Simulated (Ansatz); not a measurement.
Ansatz (a program for electronic structure) input file for ClSi, SMILES [Si]Cl (connectivity only; charge and spin as stated), charge +1, multiplicity 1, CAM-B3LYP/def2-TZVPD. Coordinates come from a PBE-D3(BJ)/def2-TZVPD optimisation.

Ansatz 0.2 input:
```yaml
crystal:
  periodic: [false, false, false]
  atoms:
    - {symbol: Si, position_ang: [0.00000000, 0.00000000, -1.08295478]}
    - {symbol: Cl, position_ang: [0.00000000, 0.00000000, 0.89184511]}
basis:
  gaussian:
    orbitals: def2-TZVPD
hamiltonian:
  xc: {name: CAM-B3LYP}
total_charge: 1
```

Program output:

```
WARN ansatz: RAYON_NUM_THREADS=1 ignored (pool sized by the plan → 1); use --threads N
Functional definition: CAM-B3LYP
integrals: 0.02 GiB planned
580 factors; their error is unknown
integrals: 0.06 GiB planned
150 factors; integrals over basis functions are off by at most 4.3e-4 eV
mean field: 0.25 GiB planned
mean field evaluation 1: about -20388.9653 eV, gradient 4.0e1 eV
mean field evaluation 2: about -20384.5928 eV, gradient 5.9e1 eV
mean field evaluation 4: about -20393.0341 eV, gradient 1.8e0 eV
mean field evaluation 8: about -20393.0415 eV, gradient 8.5e-2 eV
mean field evaluation 16: about -20393.0666 eV, gradient 8.0e-6 eV
mean field -20393.06663601 eV, -749.4313759562 hartree, gradient 8.0e-6 eV, S^2 0.000000; 0 other end points of the search recorded, 0 dependent functions left out
reference -20393.06673112 eV, -749.4313794517 hartree; 15, 15 occupied and 74, 74 virtual orbitals, 580 factors
Total energy: -20393.06673112 eV, -749.4313794517 hartree
```

The run converged.
